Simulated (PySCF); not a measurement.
# O⁺ (oxygen, charge +1): PBE0 calculation

Configuration: [He] 2s2 2p3, high-spin 4S determinant. All numbers are calculated (PySCF 2.14, the non-relativistic Hamiltonian (point nucleus), in aug-cc-pVDZ (4s3p2d, 23 functions)).

```json
{
  "Total energy": "-74.4912 hartree",
  "One-electron energy": "-98.3708 hartree",
  "Hartree (Coulomb) energy": "31.9036 hartree",
  "Exchange-correlation energy": "-8.0240 hartree",
  "Kinetic energy": "74.18967 hartree",
  "⟨S²⟩": "3.7521",
  "⟨L²⟩": "0.000",
  "Sum of ⟨r⟩": "5.856 bohr",
  "Sum of ⟨r²⟩": "7.523 bohr²",
  "Density at the nucleus (Gaussians lack the cusp)": "299 bohr⁻³",
  "Spin density at the nucleus": "0.329 bohr⁻³",
  "Langevin diamagnetic susceptibility": "-5.96 ×10⁻⁶ cm³/mol"
}
```

```csv
shell,electrons,mean orbital energy (eV),"rms radius, mean of both spins (bohr)"
1s α,1,-545.93,0.231
1s β,1,-543.45,0.231
2s α,1,-45.520,1.20
2s β,1,-37.743,1.20
2p α,3,-28.998,1.23
```
